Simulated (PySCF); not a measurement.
C5H12, SMILES CCCCC.

The structure is a stationary point at B3LYP-D3(BJ)/def2-SVP. Other conformers were not sampled.

Calculation: PySCF with HF/def2-TZVP.

Isolated molecule, no solvent.

Computed frontier levels, gap, dipole moment and polarisability:
The highest occupied level is -12.12 eV and the lowest empty level is 3.75 eV. The orbital gap is 15.87 eV and the dipole moment is 0.07 D. The quadrupole, principal values (traceless, Buckingham form, about the centre of nuclear charge) is -1.19, 0.36, 0.83 D·Å. The mean static polarisability comes out as 60.4 bohr³ (8.95 Å³). The polarisability, principal values is 55.6, 57.3, 68.1 bohr³.
